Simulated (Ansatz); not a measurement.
Stepwise reaction of `CS[Si]SC` with water, as a gas-phase model of exchange steps in deposition or etching. ΔE in kJ/mol.

Computed with Ansatz on PBE0-D4/def2-TZVP structures; ΔE is electronic, products minus reactants. CCSD(T)/CBS is the MP2 limit (def2-TZVPP, def2-QZVPP) plus CCSD(T) − MP2 in def2-TZVPP, frozen cores. This one scheme is used for every species. DFT in def2-TZVPP. B3LYP here is the variant with VWN-RPA as its local correlation; programs differ in this. One conformer a species, not always the lowest.

```json
{"step": "1", "reaction": "`CS[Si]SC` + H₂O → `CS[Si]O` + CH₃SH", "PBE-D4": "-37.1", "B3LYP-D4": "-49.7", "ωB97M-V": "-58.9", "CCSD(T)/CBS": "-47.1"}
{"step": "2", "reaction": "`CS[Si]O` + H₂O → `O[Si]O` + CH₃SH", "PBE-D4": "-29.0", "B3LYP-D4": "-42.7", "ωB97M-V": "-47.7", "CCSD(T)/CBS": "-40.4"}
```

Question: By hand: ΔE of the 2 steps together at CCSD(T)/CBS.

Answer: (-47.1) + (-40.4) = -87.5 kJ/mol, or -43.8 kJ/mol a step.

In ΔE each step is higher than the one before. All are downhill at CCSD(T)/CBS. PBE-D4 differs from CCSD(T)/CBS by 10.0 to 11.4 kJ/mol a step. Isolated molecules leave out the surface, adducts and barriers. Largest T1 diagnostic: 0.015.
